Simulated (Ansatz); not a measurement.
Geometry optimisation, RKS PBE/def2-SVP (Ansatz).

Input file:

```yaml
crystal:
  periodic: [false, false, false]
  atoms:
    - { symbol: Ti, position_ang: [0.0, 0.0, 0.0] }
    - { symbol: O, position_ang: [0.0, 0.0, 2.27] }
    - { symbol: H, position_ang: [-0.9095, -0.2814, 2.6071] }
    - { symbol: Cl, position_ang: [2.2349, 0.0, -0.7892] }
    - { symbol: Cl, position_ang: [-1.1163, 1.9339, -0.7892] }
    - { symbol: Cl, position_ang: [-1.1163, -1.9339, -0.7892] }
    - { symbol: "N", position_ang: [1.2317, -1.8705, 0.7442] }
    - { symbol: H, position_ang: [0.7926, -2.8351, 0.7273] }
    - { symbol: Si, position_ang: [2.9356, -1.6567, 1.3471] }
    - { symbol: H, position_ang: [3.6365, -2.9362, 1.291] }
    - { symbol: H, position_ang: [3.6309, -0.6846, 0.5085] }
    - { symbol: H, position_ang: [2.9082, -1.1776, 2.7259] }
    - { symbol: H, position_ang: [0.7451, -1.1315, 1.8913] }
basis:
  gaussian: { orbitals: def2-SVP }
hamiltonian:
  xc: pbe
relax:
  f_tol: 0.15
  max_steps: 25
  restrain:
    - { distance: [0, 6], at: 2.06, k: 30.0 }
    - { distance: [12, 1], at: 1.01, k: 30.0 }
    - { distance: [0, 1], at: 3.12, k: 30.0 }
    - { distance: [12, 6], at: 2.26, k: 30.0 }
```

Command:

```bash
$ ansatz run input.yaml --threads 4 --pin off --max-ram 5120MiB --backend cpu --events-out ev --progress --plain --runs-dir out
```

**Question.** Where does it end, and by what steps?

**Answer.** The run converged. The restraints hold the end off the free minimum; the threshold counts their pulls, which the force column leaves out. Restrained pairs: Ti1–N7 (2.36 → 2.00 Å), O2–H13 (1.41 → 0.99 Å), Ti1–O2 (2.27 → 3.11 Å), N7–H13 (1.45 → 2.26 Å). After 23 steps the energy has fallen by 3.239 eV (the restraints' own energy left out); Cl4 moved furthest, 2.43 Å.

```tsv
step	energy less start (eV)	largest force component (eV/Å)	accepted
0	0.0000	3.340	yes
1	0.0359	2.293	yes
2	-0.3783	2.235	yes
3	-1.2256	1.463	yes
4	-1.9308	1.090	yes
5	-2.3427	1.180	yes
6	-2.5850	1.224	yes
7	-2.7708	1.025	yes
8	-2.8171	1.045	yes
9	-2.8551	0.994	yes
10	-2.8683	0.901	yes
11	-2.8856	0.954	yes
12	-2.9281	1.073	yes
13	-2.9704	0.967	yes
14	-3.0140	1.052	yes
15	-3.0611	1.169	yes
16	-3.1043	1.259	yes
17	-3.1497	1.261	yes
18	-3.1786	1.246	yes
19	-3.1916	1.194	yes
20	-3.2078	1.298	yes
21	-3.2286	1.262	yes
22	-3.2209	1.256	no
23	-3.2395	1.226	yes
```

```xyz
13
Properties=species:S:1:pos:R:3
Ti 0.411 -0.498 -0.491
O -0.254 -0.287 2.542
H -1.204 -0.331 2.314
Cl 0.913 -0.995 -2.566
Cl 0.910 1.605 -0.207
Cl -1.733 -1.007 -0.310
N 1.514 -1.756 0.603
H 1.398 -2.740 0.309
Si 2.933 -1.418 1.614
H 4.126 -2.176 1.092
H 3.196 0.055 1.565
H 2.693 -1.847 3.039
H 0.067 -1.179 2.241
```

The run took 73 s on 4 threads of Arm Neoverse V2, on a shared host, peak memory 0.29 GiB.
